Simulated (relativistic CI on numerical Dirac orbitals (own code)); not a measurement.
# Nd V: sensitivity of the levels to the model

Base calculation: Dirac-Coulomb-Breit CI, KLI orbitals optimised for each configuration, model QED, valence Slater integrals scaled by 0.85, P86 correlation energy added to each configuration.

Configurations in the expansion (outside the closed core [Kr] 4d10): 4f²5s²5p⁶, 4f5s²5p⁶5d, 4f²5s²5p⁵5d, 4f³5s²5p⁵, 4f5s²5p⁶6s, 4f5s²5p⁶6p, 4f²5s²5p⁵5f, 4f²5s5p⁶5d, 4f²5s²5p⁵5g, 4f5s²5p⁶6d, 4f²5s²5p⁵6s, 4f5s²5p⁶7s, 4f5s²5p⁶5f, 4f5s²5p⁶7p, 5s²5p⁶5f6s, 4f²5s5p⁶5f, 4f³5s5p⁶, 4f²5s²5p⁵6p, 4f5s²5p⁶5g, 4f5s²5p⁶6f, 4f5s²5p⁶7d, 4f5s²5p⁶8s, 4f5s5p⁶5d², 4f²5s5p⁶5g, 5s²5p⁶5d², 5s²5p⁵5d³, 5s²5p⁵5d²5f, 5s²5p⁶5f², 5s²5p⁵5d5f², 5s²5p⁵5f³, 5s²5p⁶5d5g, 5s²5p⁵5d²5g, 5s²5p⁵5d5f5g, 5s²5p⁶5f6p, 5s²5p⁵5d5f6p, 5s²5p⁵5f²6p. Double excitations out of closed p, d and f shells are left out; levels of such configurations are missing from the list, as are those of other unlisted configurations, and high levels can miss mixing partners.

The lowest level and the first level of each name with at least 55 % of one term (blank where a level has no safe partner in the second run):

| Level | Base (cm⁻¹) | Shift (cm⁻¹) |
| --- | --- | --- |
| 4f²5s²5p⁶ ³H4 | 0.0 | 0.0 |
| 4f²5s²5p⁶ ³H5 | 2699.6 | +63.5 |
| 4f²5s²5p⁶ ³H6 | 5472.8 | +115.1 |
| 4f²5s²5p⁶ ³F2 | 6290.9 | +258.0 |
| 4f²5s²5p⁶ ³F3 | 8046.0 | +282.6 |
| 4f²5s²5p⁶ ¹D2 | 21786.3 | +689.2 |
| 4f²5s²5p⁶ ¹I6 | 26355.4 | +351.6 |
| 4f²5s²5p⁶ ³P0 | 26620.9 | +1153.3 |
| 4f²5s²5p⁶ ³P1 | 27385.9 | +1176.8 |
| 4f²5s²5p⁶ ³P2 | 28821.4 | +1177.3 |
| 4f²5s²5p⁶ ¹S0 | 59536.7 | +1388.7 |
| 4f³5s²5p⁵ ⁵H3 | 98085.9 |  |
| 4f³5s²5p⁵ ⁵H4 | 99682.4 |  |
| 4f³5s²5p⁵ ⁵H5 | 101658.8 |  |

At this charge configurations can still be misplaced by up to about 7 % of their energy. Levels and lines within the n = 5 or 6 shells can be off by up to 10 % or somewhat more, and those that change n by about 2 %, since core polarisation is missing. 9 of the 11 excited levels that our extract of the measured tables holds in this range could be paired (the sources list more); they are missed by 775 cm⁻¹ on average and 1570 at most, and levels without a partner can miss by more. Some levels of the ground configuration have no partner and can miss by 10 % or more. Levels that differ in their count of f electrons can be misplaced by several ten thousand cm⁻¹, since the correlation energy of f electrons is missing or only estimated; rates across such gaps can be off by orders of magnitude.

Question: One thing was changed in a second run, which moved the levels as shown. Which?
A. Breit term removed
B. only the first configuration
C. QED terms removed
D. Slater integrals left unscaled
E. valence Slater integrals scaled by 0.75
F. one mean potential for all configurations

Answer: B. Only the first configuration. With fewer configurations the levels that remain lose their mixing partners.

LS names give the leading component of a level, which can be under half, so a name can repeat, a term be missing and a line seem to break the LS rules.
